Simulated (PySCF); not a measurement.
Isomers of C8H8O3, one GFN2-xTB conformer each. Single-point energies are computed at PBE0/pcSseg-1 (PySCF, gas phase, no added dispersion term), electronic only.

```
                 SMILES  GFN2-xTB relative energy (kJ/mol)
       Cc1cccc(OC=O)c1O                                4.7
     COc1ccc(C(=O)O)cc1                                0.0
C=CC1=CC[C@H](OC=O)C1=O                              145.3
```

Conformers: `[CH3:1][c:2]1[cH:3][cH:4][cH:5][c:6]([O:7][CH:8]=[O:9])[c:10]1[OH:11]` with C5–C6–O7–C8 -160°, C6–O7–C8–O9 -3°, C6–C10–O11–H -17°; `[CH3:1][O:2][c:3]1[cH:4][cH:5][c:6]([C:7](=[O:8])[OH:9])[cH:10][cH:11]1` with C1–O2–C3–C4 180°, C5–C6–C7–O8 180°, C6–C7–O9–H 180°; `[CH2:1]=[CH:2][C:3]1=[CH:4][CH2:5][C@H:6]([O:7][CH:8]=[O:9])[C:10]1=[O:11]` with C1–C2–C3–C4 178°, C5–C6–O7–C8 131°, C6–O7–C8–O9 -4°, C3–C4–C5–C6 -7°, C4–C5–C6–O7 132°, C5–C6–C10–O11 168°, C2–C3–C10–C6 -174°.

Q: What does PBE0/pcSseg-1 give for the same structures?

A: 
```
                 SMILES  PBE0/pcSseg-1 E (Eh)  PBE0/pcSseg-1 (kJ/mol)  GFN2-xTB (kJ/mol)  point group
     COc1ccc(C(=O)O)cc1            -534.69458                     0.0                0.0           Cs
       Cc1cccc(OC=O)c1O            -534.68445                    26.6                4.7           C1
C=CC1=CC[C@H](OC=O)C1=O            -534.64374                   133.5              145.3           C1
```

Both levels put the same isomer lowest; measured from each level's own lowest isomer, the values differ by up to 21.9 kJ/mol (Cc1cccc(OC=O)c1O: 4.7 against 26.6). As drawn, the lowest has an aromatic ring and an O–H bond, which the highest lacks; the highest has a C=C bond outside aromatic rings, which the lowest lacks.

Q: Which frontier levels, dipoles and rotational constants go with these structures?

A: 
```tsv
SMILES	HOMO (eV, PBE0/pcSseg-1)	LUMO (eV)	dipole (D)	A, B, C (MHz)
COc1ccc(C(=O)O)cc1	-6.85	-1.15	2.50	3527, 571.8, 493.6
Cc1cccc(OC=O)c1O	-6.57	-0.91	2.01	1921, 945.3, 642.5
C=CC1=CC[C@H](OC=O)C1=O	-7.24	-1.92	4.29	2405, 710.7, 582.1
```
